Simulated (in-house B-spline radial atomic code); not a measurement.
RPA and G0W0 for Cl2+, [Ne] 3s2 3p3, highest spin, as one setting changes: the share of exact exchange in the PBE hybrid start. A dash marks a level of low quasi-particle weight. Computed with an all-electron radial atomic-structure program (B-spline basis): all electrons, non-relativistic, point nucleus, each spin shell either full or empty, empty states to l = 9 with an (l + 1/2)⁻⁴ tail; G0W0 by contour deformation at full frequency.

```tsv
share of exact exchange in the PBE hybrid start	mean-field level (eV)	G0W0 level (eV)	RPA correlation (Eh)
0	-33.10	3p up -39.50	-0.89988
0.1	?	?	?
0.2	?	?	?
0.3	-35.33	3p up -39.74	-0.8602
0.4	-36.07	3p up -39.79	-0.84842
0.5	-36.82	3p up -39.84	-0.83723
0.6	-37.56	3p up -39.89	-0.82657
0.7	-38.31	3p up -39.93	-0.81638
0.8	-39.05	3p up -39.96	-0.80663
0.9	-39.80	3p up -39.99	-0.79727
1	-40.54	3p up -40.02	-0.78827
```

(1) What belongs in the row for 0.1?

(2) What belongs in the row for 0.2?

(3) At what share of exact exchange does G0W0 leave the highest level unchanged?

Results:

(1) mean-field level (eV): -33.84; G0W0 level (eV): 3p up -39.59; RPA correlation (Eh): -0.88583.

(2) mean-field level (eV): -34.58; G0W0 level (eV): 3p up -39.67; RPA correlation (Eh): -0.87264.

(3) Near 0.93, where the shift changes sign (-0.193 eV at 0.9, +0.527 eV at 1).
